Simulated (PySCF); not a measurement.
## Energy of Mo (molybdenum, neutral) between two integer charges

The 5s alpha orbital of [Kr] 4d5 5s1 is emptied in steps (occupation f), with all orbitals relaxed, ending at [Kr] 4d5. All numbers are calculated (PySCF 2.14, scalar relativity through the core potential, in def2-TZVPPD with the def2 core potential (28 electrons)). The exact energy is a straight line in f; departures are measured from the line between the end points of the same method.

**Question.** Among PBE0, r2SCAN, LC-wPBE, which shows the largest delocalisation error (convex curve), and which is closest to linear?

**Answer.** Most convex: r2SCAN (-0.664 eV at f = 0.5); closest to linear: LC-wPBE (0.022 eV).

```tsv
f	PBE0 (eV)	r2SCAN (eV)	LC-wPBE (eV)
1	0.000	0.000	0.000
0.75	-0.391	-0.499	0.016
0.5	-0.524	-0.664	0.022
0.25	-0.395	-0.500	0.016
0	0.000	0.000	0.000
```

```
 method  E(f=0) − E(f=1) (eV)  −ε at f=1 (eV)  −ε at f=0.5 (eV)
   PBE0                 7.250           5.176             7.240
 r2SCAN                 7.574           4.905             7.571
LC-wPBE                 6.885           6.968             6.885
```

Reference removal energy between the ground levels: 7.092 eV (measured; NIST Atomic Spectra Database, ionization energies).
